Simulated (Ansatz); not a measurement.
The same path of C$_{2}$H$_{4}$BBrO (9 atoms, charge 0, multiplicity 1) was run twice with different band settings. The coordinate that changes most is the dihedral H6–B1–C2–Br3.

The calculation used Ansatz 0.2.0, RKS PBE0-D4/def2-SVP.

Relaxed end points:

```xyz
9
Properties=species:S:1:pos:R:3
B -0.713 1.222 0.793
C 0.243 0.271 0.112
Br 2.124 0.608 -0.013
C -0.172 -0.895 -0.462
O 0.571 -1.785 -1.075
H -1.882 0.909 0.813
H -0.346 2.253 1.300
H -1.235 -1.159 -0.432
H 1.497 -1.470 -1.053
```

```xyz
9
Properties=species:S:1:pos:R:3
B -0.713 1.224 0.792
C 0.241 0.270 0.112
Br 2.122 0.610 -0.018
C -0.173 -0.899 -0.459
O 0.572 -1.785 -1.075
H -0.343 2.261 1.283
H -1.880 0.905 0.828
H -1.234 -1.167 -0.424
H 1.497 -1.467 -1.056
```

Common settings: climbing image yes; spring 5.0 eV/Å²; optimiser quadratic models (default); start path through a guess of the saddle point; force threshold 0.05 eV/Å; end points relaxed.

| run | movable images | iteration limit |
| --- | --- | --- |
| 1 | 9 | 24 |
| 2 | 2 | 60 |

(1) What does each run give, and how far can it be trusted?

Results:

(1) Run 1: converged after 8 iterations, highest image 0.642 eV above the first end. A vibrational analysis at the climbing image gives one clearly imaginary mode, 93i cm⁻¹: a first-order saddle point.
Run 2: converged after 13 iterations, highest image 0.642 eV above the first end. The dihedral H6–B1–C2–Br3 jumps by 90° between images 0 and 1, so the path isn't resolved there. Another band between the same ends (9 images) ends at a top of the same energy, where a vibrational analysis finds 1 clearly imaginary mode. So few images can step over the top or miss a turn of the path.
